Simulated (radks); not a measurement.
Initial-state core-level shifts of the hafnium ion Hf+ when its valence configuration changes from [Xe] 4f14 5d1 6s2. All-electron calculation, Dirac Kohn-Sham, BLYP, spin-unpolarised, spherical densities, point nucleus; open shells fill j = l - 1/2 first. Program: a radial shooting solver on a logarithmic mesh with Libxc functionals. Shifts are changes of the shell-averaged eigenvalues in eV (positive: less bound).

valence                   2p       3s       3p       3d
4f14 6s2 6p1          -4.065   -3.993   -3.993   -4.010
4f14 6s1 6p2          -5.235   -5.158   -5.158   -5.177
4f14 5d0.5 6s2 6p0.5  -1.994   -1.961   -1.961   -1.969
4f13 5d2 6s2          -8.950  -10.198  -10.175  -10.068
4f13 5d2.5 6s1.5      -7.544   -8.818   -8.795   -8.681
4f14 5d1 6s1 6p1      -1.208   -1.206   -1.206   -1.206
4f14 5d1.5 6s1.5      +1.284   +1.259   +1.259   +1.265
4f14 5d2 6p1          +1.297   +1.251   +1.251   +1.263
4f14 5d1 6p2          -2.367   -2.362   -2.362   -2.363
